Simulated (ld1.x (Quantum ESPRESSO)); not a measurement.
## oxygen (O), PAW: configuration errors across variants

ld1.x (Quantum ESPRESSO) 7.5 input, shortened:

```
&input
   title='O', zed=8., rel=1, dft='PBE', iswitch=3,
   config='[He] 2s2 2p4'
 /
 &inputp
   pseudotype=3, lpaw=.true., tm=.true., lloc=-2, rcloc=0.80,
   nlcc=.true., rcore=0.65,
   which_augfun='BESSEL', rmatch_augfun=0.55
 /
4
2S  1  0   2.00   0.00  0.60  0.75  0.0
2S  1  0   0.00  -1.30  0.60  0.75  0.0
2P  2  1   4.00   0.00  0.90  1.25  0.0
2P  2  1   0.00   0.65  0.90  1.25  0.0
 &test
   configts(1)='2s2 2p4'
 /
```

All-electron excitation energies from the reference (eV): (1) 2s2 2p3 16.431; (2) 2s2 2p2 50.017; (3) 2s2 2p1 103.886; (4) 2s1 2p5 14.950; (5) 2s0 2p6 29.937.

The overlap operator is not positive definite (basis up to 400 Ry) in “local potential all-electron potential smoothed inside 1.46 bohr (lloc = -2)”. Such files are unfit for use, however small their errors in these radial tests.

Errors AE − PS in meV (a dash: test not solved or not reliable):

```csv
change,(1),(2),(3),(4),(5),bound ghosts
base,-1.3,-8.2,-24,+3.0,+14,none
local potential all-electron potential smoothed inside 0.76 bohr (lloc = -2),-1.1,-6.3,-19,+1.5,+7.0,none
local potential all-electron potential smoothed inside 0.92 bohr (lloc = -2),-0.5,-5.0,-19,+5.3,+20,none
local potential all-electron potential smoothed inside 1.08 bohr (lloc = -2),-0.9,-5.1,-16,+2.6,+9.6,none
local potential all-electron potential smoothed inside 1.26 bohr (lloc = -2),-1.5,-11,-31,+5.7,+21,none
local potential all-electron potential smoothed inside 1.46 bohr (lloc = -2),+2.8,+23,+92,+71,-1.6,not determined (overlap not positive)
```

**Question.** Give the same row for: local potential all-electron potential smoothed inside 0.54 bohr (lloc = -2).

**Answer.** -0.8, -3.7, -12, +0.7, +1.6; bound ghosts: none.
